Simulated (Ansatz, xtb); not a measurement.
A geometry optimisation of CH9N2Si+ with r2SCAN-D4/def2-SVP

The starting geometry of this gas-phase singlet was built from a drawn formula by distance geometry and a force field; its bonds are those of `[NH3+][NH2+][CH-][SiH3]`.

```xyz
13

C    -1.5290    1.2710   -0.7291
N    -0.0985    2.2216    1.0472
N    -0.2002    1.7634   -0.4659
Si   -1.8075   -0.2300   -1.7457
H    -0.7682    2.9716    1.2599
H     0.8388    2.6032    1.2882
H    -0.3218    1.4563    1.6914
H     0.0448    2.5437   -1.1332
H     0.5448    1.0090   -0.7024
H    -2.3854    1.9086   -0.6388
H    -2.5648   -1.1915   -0.9322
H    -0.4300   -0.6773   -2.0045
H    -2.4677    0.1491   -3.0008
```

Task: Where would you expect an optimisation with r2SCAN-D4/def2-SVP to take it?

Result: It loosens into CH6NSi + H3N, which stay close as a complex (formulas without charges). Distances that change by over a tenth: C1–N3 (1.44 → 1.28 Å). Contacts that open: N2–N3 (1.58 → 2.67 Å).

The energy falls by 4.55 eV over 21 steps:

| step | E − E(last) (eV) |
| --- | --- |
| 1 | 4.551 |
| 3 | 1.940 |
| 5 | 0.943 |
| 8 | 0.533 |
| 10 | 0.313 |
| 12 | 0.151 |
| 14 | 0.043 |
| 17 | 0.001 |
| 19 | 0.000 |
| 21 | 0.000 |

Final geometry (Å):

```
atom    x (Å)    y (Å)    z (Å)
   C  -1.4990   0.8582  -0.9436
   N   0.1372   2.8799   1.4237
   N  -0.3169   1.0951  -0.5035
  Si  -1.9646  -0.3979  -2.3204
   H  -0.5500   3.6381   1.4557
   H   1.0485   3.3345   1.3159
   H   0.1404   2.4602   2.3576
   H  -0.1059   1.8614   0.3253
   H   0.4699   0.5768  -0.9100
   H  -2.2941   1.4528  -0.4590
   H  -2.9074  -1.3493  -1.6775
   H  -0.6862  -1.0228  -2.7482
   H  -2.6165   0.4116  -3.3821
```

From the same start GFN2-xTB reaches the same bonding as this run.

No frequencies were run, so the end isn't proven a minimum. Run with Ansatz 0.2.0, 33 s on 2 threads of Intel(R) Xeon(R) Platinum 8488C (Sapphire Rapids), with other jobs on the host.
